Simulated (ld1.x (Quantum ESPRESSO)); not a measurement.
# indium (In), TM: configuration errors across variants

| Quantity | Value |
| --- | --- |
| Element | In (Z = 49) |
| Generator | ld1.x (Quantum ESPRESSO) 7.5 |
| Type | norm-conserving Troullier–Martins (Kleinman–Bylander form) |
| Functional | PBE |
| Relativity | scalar-relativistic |
| Frozen core | [Kr] 4d10 |
| Valence charge | 3 |
| Reference configuration | 5s1 5p0 (charge +2) |
| Partial waves | 5s (bound): rc 1.80 bohr; 5p (bound, empty): rc 1.95 bohr; 5d channel at 0.2 Ry: rc 2.00 bohr |
| Local potential | the d channel |
| Core correction | Bessel-smoothed model core inside 1.40 bohr |

All-electron excitation energies from the reference (eV): (1) 5s2 5p1 -24.598; (2) 5s2 5p0 -19.235; (3) 5s2 5p0.5 -22.657; (4) 5s1 5p2 -18.757; (5) 5s0 5p3 -12.651; (6) 5s1 5p1 -12.642; (7) 5s2 5p1.3 -25.130.

A true bound ghost makes a file unfit for plane-wave use even where its test errors are small: the radial tests pick states by their node count and pass the ghost by.

Errors AE − PS in meV (a dash: test not solved or not reliable):

| change | (1) | (2) | (3) | (4) | (5) | (6) | (7) | bound ghosts |
| --- | --- | --- | --- | --- | --- | --- | --- | --- |
| base | -173 | -103 | -145 | -82 | -30 | -35 | -182 | s, p |
| wave 5s (bound): rc 1.80 bohr becomes 5s (bound): rc 1.16 bohr | -201 | -140 | -177 | -86 | -102 | -37 | -207 | s, p |
| wave 5s (bound): rc 1.80 bohr becomes 5s (bound): rc 1.30 bohr | -203 | -139 | -178 | -86 | -81 | -37 | -210 | s, p |
| wave 5s (bound): rc 1.80 bohr becomes 5s (bound): rc 1.48 bohr | -193 | -123 | -165 | -84 | -42 | -37 | -202 | s, p |
| wave 5s (bound): rc 1.80 bohr becomes 5s (bound): rc 1.66 bohr | -176 | -106 | -148 | -82 | -30 | -35 | -184 | s, p |
| wave 5s (bound): rc 1.80 bohr becomes 5s (bound): rc 1.88 bohr | -173 | -102 | -145 | -82 | -30 | -35 | -182 | s, p |
| wave 5s (bound): rc 1.80 bohr becomes 5s (bound): rc 2.06 bohr | -173 | -102 | -145 | -82 | -30 | -36 | -182 | s, p |
| wave 5s (bound): rc 1.80 bohr becomes 5s (bound): rc 2.18 bohr | -173 | -102 | -145 | -82 | -30 | -36 | -182 | s, p |
| wave 5s (bound): rc 1.80 bohr becomes 5s (bound): rc 2.52 bohr | -175 | -107 | -148 | -79 | -30 | -34 | -182 | s, p |
| wave 5s (bound): rc 1.80 bohr becomes 5s (bound): rc 2.70 bohr | -176 | -111 | -151 | -77 | -30 | -33 | -184 | s, p |

Question: Give the same row for: wave 5s (bound): rc 1.80 bohr becomes 5s (bound): rc 2.36 bohr.

Answer: -173, -103, -145, -81, -30, -35, -182; bound ghosts: s, p.
